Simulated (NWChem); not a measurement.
System meant: Si2N2H8; SMILES [SiH]([SiH3])(N)N

The following NWChem deck was run.

```
start job
memory heap 200 mb stack 900 mb global 1100 mb
geometry units angstroms noautoz
  N      1.495616     1.125334    -0.219841
  Si    -0.036224     0.552545     0.382558
  N     -1.274607     1.508323    -0.389875
  Si    -0.046104    -1.763131    -0.103724
  H      1.739703     2.111447    -0.088278
  H      2.322532     0.530332    -0.130730
  H     -0.339850     0.730453     1.856675
  H     -2.176087     1.608935     0.082402
  H     -1.401320     1.436174    -1.402872
  H      1.168343    -2.485770     0.430356
  H     -1.264250    -2.421542     0.494908
  H     -0.090799    -1.998584    -1.593835
end
basis spherical
  * library def2-svp
end
dft
  odft
  mult 2
  xc xpbe96 cpbe96
  iterations 150
  mulliken
end
task dft energy
```

End of the output:

```
 Summary of "ao basis" -> "" (spherical)
 ------------------------------------------------------------------------------
       Tag                 Description            Shells   Functions and Types
 ---------------- ------------------------------  ------  ---------------------
 *                          def2-svp                  on all atoms

  pbe96 is a nonlocal functional; adding pw91lda local functional.

                                 NWChem DFT Module
                                 -----------------

 Summary of "ao basis" -> "ao basis" (spherical)
 ------------------------------------------------------------------------------
       Tag                 Description            Shells   Functions and Types
 ---------------- ------------------------------  ------  ---------------------
 N                          def2-svp                 6       14   3s2p1d
 Si                         def2-svp                 8       18   4s3p1d
 H                          def2-svp                 3        5   2s1p

 Summary of "ao basis" -> "ao basis" (spherical)
 ------------------------------------------------------------------------------
       Tag                 Description            Shells   Functions and Types
 ---------------- ------------------------------  ------  ---------------------
 N                          def2-svp                 6       14   3s2p1d
 Si                         def2-svp                 8       18   4s3p1d
 H                          def2-svp                 3        5   2s1p

  number of electrons :                   50
  multiplicity        :                    2
 ------------------------------------------------------------------------
  no. of electrons and multiplicity not compatible                  50
 ------------------------------------------------------------------------
 ------------------------------------------------------------------------
  current input line :
    27: task dft energy
 ------------------------------------------------------------------------
 ------------------------------------------------------------------------
 There is an error in the input file
 ------------------------------------------------------------------------
 For more information see the NWChem manual at https://nwchemgit.github.io

0: no. of electrons and multiplicity not compatible:Received an Error in Communication
```

Q: What is wrong, and how is it mended?

A: The program refused the input. Cause: the multiplicity doesn't fit the number of electrons (an even count wants an odd multiplicity, and the reverse). This input runs:
```
start job
memory heap 200 mb stack 900 mb global 1100 mb
geometry units angstroms noautoz
  N      1.495616     1.125334    -0.219841
  Si    -0.036224     0.552545     0.382558
  N     -1.274607     1.508323    -0.389875
  Si    -0.046104    -1.763131    -0.103724
  H      1.739703     2.111447    -0.088278
  H      2.322532     0.530332    -0.130730
  H     -0.339850     0.730453     1.856675
  H     -2.176087     1.608935     0.082402
  H     -1.401320     1.436174    -1.402872
  H      1.168343    -2.485770     0.430356
  H     -1.264250    -2.421542     0.494908
  H     -0.090799    -1.998584    -1.593835
end
basis spherical
  N library def2-svp
  Si library def2-svp
  H library def2-svp
end
dft
  xc xpbe96 cpbe96
  iterations 150
  mulliken
end
task dft energy
```
It converges to -692.62631 Ha (PBE/def2-SVP).
